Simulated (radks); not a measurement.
Values are calculated unless marked as measured or tabulated.
Task: These are the eigenvalues of the occupied orbitals of an atom or ion with whole-number occupations (eV). Code: a radial shooting solver on a logarithmic mesh with Libxc functionals. Model: scalar-relativistic Kohn-Sham, LDA (Slater exchange, VWN5 correlation), spin-polarised, spherical densities, point nucleus.

| orbital | eigenvalue |
|---|---|
| 1s up | -27721.10 |
| 1s down | -27721.08 |
| 2s up | -4151.515 |
| 2s down | -4151.512 |
| 2p up | -3728.534 |
| 2p down | -3728.527 |
| 3s up | -787.2166 |
| 3s down | -787.2075 |
| 3p up | -648.6919 |
| 3p down | -648.6819 |
| 3d up | -432.9637 |
| 3d down | -432.9551 |
| 4s up | -119.4331 |
| 4s down | -119.4158 |
| 4p up | -78.0205 |
| 4p down | -77.9985 |
| 4d up | -18.7128 |
| 4d down | -18.6370 |
| 5s up | -8.6714 |
| 5s down | -8.1899 |
| 5p up | -2.9060 |

Which element is it, and in what charge state? The configuration may be excited. Open shells, if any, are filled with parallel spins first.

Result: Z = 49, indium, charge 0: In in [Kr] 4d10 5s2 5p1. The list shows which subshells hold electrons but not how many an open one holds; the 1s level, -1018.7 hartree, gives Z - s = 45.1 by -(Z - s)^2/2, which with screening and relativity narrows Z to a few neighbours, and the depths of the outer levels then fix element, charge and occupations together.
